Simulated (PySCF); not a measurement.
**Radial density of Fe (iron, neutral)**

PBE, [Ar] 3d6 4s2, high-spin 5D determinant. Calculation: PySCF 2.14, in x2c-TZVPall (6s5p4d1f, 48 functions); scalar relativity by spin-free X2C-1e.

| r (bohr) | 4πr²ρ (e/bohr) | 4πr²(ρα − ρβ) |
| --- | --- | --- |
| 0.00101 | 0.2087 | 0.0000 |
| 0.00170 | 0.5288 | 0.0000 |
| 0.00286 | 1.326 | 0.0001 |
| 0.00481 | 3.207 | 0.0003 |
| 0.00809 | 7.272 | 0.0006 |
| 0.0136 | 14.78 | 0.0012 |
| 0.0229 | 25.02 | 0.0020 |
| 0.0385 | 31.39 | 0.0023 |
| 0.0647 | 27.00 | 0.0044 |
| 0.109 | 25.75 | 0.0348 |
| 0.183 | 34.96 | 0.2423 |
| 0.308 | 20.88 | 1.1736 |
| 0.518 | 14.04 | 3.0658 |
| 0.871 | 14.48 | 3.3396 |
| 1.47 | 4.055 | 1.4459 |
| 2.47 | 1.254 | 0.2786 |
| 4.15 | 0.3416 | -0.0101 |
| 6.98 | 0.01747 | -0.0048 |
| 11.7 | 1.875e-05 | 0.0000 |

Densities and radii are taken from the X2C orbitals without a picture-change correction, which distorts them close to the nucleus.

Q: Where is the radial spin density 4πr²(ρα − ρβ) most negative, and why is it negative at all?

A: Around r = 4.15 bohr, down to -0.0101 e/bohr: exchange with the open shell polarises the paired shells in an unrestricted calculation.
